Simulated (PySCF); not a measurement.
Job file and geometry (Å, from GFN2-xTB) of an NMR shielding run on SMILES CC[Si@@H](CCl)[SiH2]C, C4H13ClSi2, GIAO PBE0/pcSseg-1 NMR shielding, non-relativistic, gas phase in PySCF; density fitting, a coarse starting grid and PySCF grid level 2 are the driver's defaults:

```
$ OMP_NUM_THREADS=1 python probes_run.py task.json out

{"job": {"kind": "nmr", "xc": "PBE0", "basis": "pcSseg-1"}, "charge": 0, "multiplicity": 1}
C     -2.378367     1.532433    -0.218179
C     -2.040734     0.055205    -0.379172
Si    -0.338087    -0.381122     0.362348
C     -0.061383    -2.260068     0.051921
Cl     0.191592    -2.534543    -1.694276
Si     1.408178     0.834104    -0.575525
C      3.059788     0.246293     0.160373
H     -1.643379     2.151720    -0.727940
H     -2.382970     1.810867     0.833155
H     -3.359789     1.755578    -0.633143
H     -2.058322    -0.197824    -1.440762
H     -2.825045    -0.540729     0.092112
H     -0.468510    -0.307370     1.836232
H      0.827153    -2.634644     0.553598
H     -0.904738    -2.880281     0.344164
H      1.270518     2.272067    -0.286686
H      1.492469     0.721685    -2.038692
H      3.897620     0.802675    -0.248739
H      3.230510    -0.805052    -0.052959
H      3.078348     0.369684     1.239742
```

Question: Write the output of this run.

Answer: 
```
coarse grid: 17280 points
cycle   1  E = -1198.6975763259  dE =  2.176e-01  |g| = 4.640e-01  |ddm| = 3.826e+00
cycle   2  E = -1198.6837065019  dE =  1.387e-02  |g| = 5.200e-01  |ddm| = 8.696e-01
cycle   3  E = -1198.7548287301  dE = -7.112e-02  |g| = 3.946e-02  |ddm| = 4.786e-01
cycle   4  E = -1198.7551574687  dE = -3.287e-04  |g| = 1.827e-02  |ddm| = 5.402e-02
cycle   5  E = -1198.7552327999  dE = -7.533e-05  |g| = 5.720e-03  |ddm| = 1.986e-02
cycle   6  E = -1198.7552410874  dE = -8.287e-06  |g| = 1.517e-03  |ddm| = 6.757e-03
final grid: 150272 points
cycle   7  E = -1198.7946087525  dE = -3.399e-05  |g| = 9.126e-03  |ddm| = 2.492e-02
cycle   8  E = -1198.7945976694  dE =  1.108e-05  |g| = 1.113e-02  |ddm| = 1.601e-02
cycle   9  E = -1198.7946294962  dE = -3.183e-05  |g| = 8.250e-04  |ddm| = 9.246e-03
cycle  10  E = -1198.7946296175  dE = -1.213e-07  |g| = 2.952e-04  |ddm| = 1.030e-03
cycle  11  E = -1198.7946296398  dE = -2.233e-08  |g| = 4.899e-05  |ddm| = 2.899e-04
cycle  12  E = -1198.7946296404  dE = -5.498e-10  |g| = 1.513e-05  |ddm| = 6.549e-05
converged SCF energy = -1198.7946296404

GIAO shielding tensors (ppm)
atom      isotropic    diamagn.    paramagn.     s11        s22        s33       span
  0 C      175.149     247.209     -72.060    167.258    171.226    186.963     19.705
  1 C      179.754     253.465     -73.711    168.667    181.746    188.848     20.181
  2 Si     379.048     881.677    -502.629    336.748    388.683    411.712     74.964
  3 C      154.107     254.118    -100.011    131.894    141.569    188.859     56.965
  4 Cl     924.335    1147.783    -223.448    818.515    867.129   1087.361    268.846
  5 Si     434.068     881.258    -447.190    409.901    414.178    478.125     68.224
  6 C      198.074     252.390     -54.316    191.519    199.581    203.121     11.601
  7 H       30.864      30.767       0.097     25.390     30.902     36.299     10.909
  8 H       30.774      30.096       0.678     26.354     28.921     37.047     10.694
  9 H       30.235      27.577       2.657     24.830     27.441     38.433     13.603
 10 H       30.506      32.265      -1.758     25.324     30.686     35.509     10.185
 11 H       30.836      31.488      -0.652     25.111     29.893     37.503     12.392
 12 H       27.374      31.441      -4.067     24.353     25.338     32.430      8.077
 13 H       28.690      31.721      -3.031     24.037     26.989     35.046     11.009
 14 H       28.627      31.002      -2.375     23.161     27.172     35.547     12.385
 15 H       27.783      30.364      -2.581     23.396     27.032     32.920      9.524
 16 H       27.556      30.064      -2.508     24.490     26.277     31.902      7.413
 17 H       31.298      27.770       3.528     25.991     27.815     40.088     14.097
 18 H       31.539      30.928       0.611     25.816     30.750     38.052     12.236
 19 H       31.770      30.851       0.919     26.867     29.243     39.201     12.334
```

Question: Turn these shieldings into chemical shifts. Chemical shifts δ = σref − σ; ¹³C (σref 186.93), ²⁹Si (σref 349.16), ¹H (σref 31.72) vs TMS; HCl for ³⁵Cl (σref 949.78), all at this level.

Answer: Averaging equivalent atoms: C 3: 32.8; C 0: 11.8; C 1: 7.2; C 6: -11.1; Si 2: -29.9; Si 5: -84.9; Cl 4: 25; H 12: 4.34; H 16: 4.16; H 15: 3.93; H 14: 3.09; H 13: 3.03; H 10: 1.21; H 7/8/9: 1.09; H 11: 0.88; H 17/18/19: 0.18 ppm. 

Size and cost of the density-fitted run: 205 basis functions, 67 s wall time on 1 thread of an Arm Neoverse N1, shared host; peak memory 0.92 GiB.
